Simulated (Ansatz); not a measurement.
C$_{2}$H$_{8}$InNO, SMILES `C[N](C)[InH][OH]`, relaxed with RKS PBE0-D4/def2-TZVP in Ansatz from a GFN2-xTB geometry. The force threshold is 0.005 eV/Å; the program also tests the step.

The species carries charge 0 and has multiplicity 1. In takes the def2 core potential.

Start:

```xyz
13

C    -0.239   -1.317    0.822
N     0.114    0.085    0.891
C    -1.077    0.895    0.751
In    1.481    0.537   -0.720
O     0.646    0.113   -2.453
H    -0.935   -1.548    1.635
H    -0.725   -1.591   -0.128
H     0.665   -1.920    0.947
H    -1.764    0.659    1.569
H    -1.608    0.718   -0.198
H    -0.800    1.952    0.813
H     3.112    1.169   -0.664
H     1.131    0.247   -3.264
```

| step | energy (eV) | largest force (eV/Å) | largest move (Å) |
| --- | --- | --- | --- |
| 1 | -10910.6978 | 1.133 | 0.000 |
| 2 | -10910.8166 | 0.247 | 0.126 |
| 3 | -10910.8285 | 0.149 | 0.049 |
| 4 | -10910.8304 | 0.242 | 0.094 |
| 5 | -10910.8352 | 0.058 | 0.061 |
| 6 | -10910.8449 | 0.085 | 0.200 |
| 7 | -10910.8515 | 0.176 | 0.117 |
| 8 | -10910.8684 | 0.542 | 0.194 |
| 9 | -10910.9006 | 0.332 | 0.192 |
| 10 | -10910.9416 | 0.413 | 0.196 |
| 11 | -10910.9912 | 0.357 | 0.199 |
| 12 | -10911.0345 | 0.362 | 0.192 |
| 13 | -10911.0711 | 0.336 | 0.196 |
| 14 | -10911.1308 | 0.135 | 0.200 |
| 15 | -10911.1636 | 0.237 | 0.195 |
| 16 | -10911.1833 | 0.219 | 0.199 |
| 17 | -10911.1870 | 0.143 | 0.089 |
| 18 | -10911.1904 | 0.038 | 0.037 |
| 19 | -10911.1909 | 0.012 | 0.014 |
| 20 | -10911.1910 | 0.003 | 0.009 |
| 21 | -10911.1910 | 0.003 | 0.010 |

End:

```xyz
13

C    -0.616   -1.262    0.290
N    -0.218    0.121    0.238
C    -0.953    0.960    1.143
In    1.223    0.753   -0.996
O     1.850   -0.862   -1.979
H    -0.473   -1.685    1.297
H    -1.681   -1.385    0.038
H    -0.034   -1.861   -0.412
H    -0.827    0.641    2.190
H    -2.034    0.941    0.932
H    -0.625    2.001    1.076
H     1.837    2.321   -1.209
H     2.552   -0.683   -2.607
```

Run time 25 s (2 threads of an AMD EPYC 7R13 on a shared host and a share of an NVIDIA H100 80 GB); peak host memory 0.89 GiB.
